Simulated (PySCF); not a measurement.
Structure with atom numbers: `[CH3:1][SiH2:2][NH:3][C:4]([CH3:5])=[O:6]`. Each H is labelled by its parent atom.

No solvent model, one conformer, relativity neglected, equivalent nuclei averaged. σ from GIAO-PBE0/pcSseg-1; coordinates at the GFN2-xTB level; PySCF 2.14.

Chemical shifts δ = σref − σ; TMS for $^{13}$C (186.93 ppm), $^{1}$H (31.72 ppm), $^{29}$Si (349.16 ppm); $^{15}$N (267.73 ppm) vs NH3; $^{17}$O (336.08 ppm) against H2O, all at this level.

| atoms | nucleus | count | δ (ppm) |
| --- | --- | --- | --- |
| N3 | $^{15}$N | 1 | 122.0 |
| H(C1) | $^{1}$H | 3 | ? |
| H(C5) | $^{1}$H | 3 | ? |
| H(N3) | $^{1}$H | 1 | 4.46 |
| C1 | $^{13}$C | 1 | -4.1 |
| C5 | $^{13}$C | 1 | 24.7 |
| O6 | $^{17}$O | 1 | 454.6 |
| Si2 | $^{29}$Si | 1 | -41.5 |
| C4 | $^{13}$C | 1 | 177.6 |
| H(Si2) | $^{1}$H | 2 | ? |

Fill in the missing shifts.

Results:


- H(Si2): 4.67 ppm, hydrogen on a silicon bonded to C, N
- H(C5): 2.00 ppm, hydrogen on a methyl carbon α to a carbonyl; α to C=O
- H(C1): 0.38 ppm, hydrogen on a methyl carbon bonded to Si; an electropositive neighbour shields it, as in TMS itself

OH and NH positions are those of a molecule without intermolecular hydrogen bonds; in solution they move with solvent, concentration and temperature, and exchange usually removes their couplings. Shifts are as computed. Against solution values, carbons near 30 ppm lie about +3 ppm off and those near 130 ppm about +5 ppm. Of 1211 compounds with measured shifts, 218 miss one by over three times the rms of a fit or turn the order of signals round; such compounds aren't used in these exercises. Hydrogen bonding in solution shields acid and N–H amide carbonyl oxygens by tens of ppm. The C=O carbon of an acid or of an amide with N–H lies up to 10 ppm further downfield in solution, through hydrogen bonding that the calculation lacks. Unscaled 17O shifts of doubly bonded oxygen tend to come out too high, by tens of ppm or more. Experimental scales use liquid or dissolved standards, which lie at an offset from isolated NH3 (liquid NH3: subtract about 20 ppm) and H2O (liquid H2O: subtract about 36 ppm).
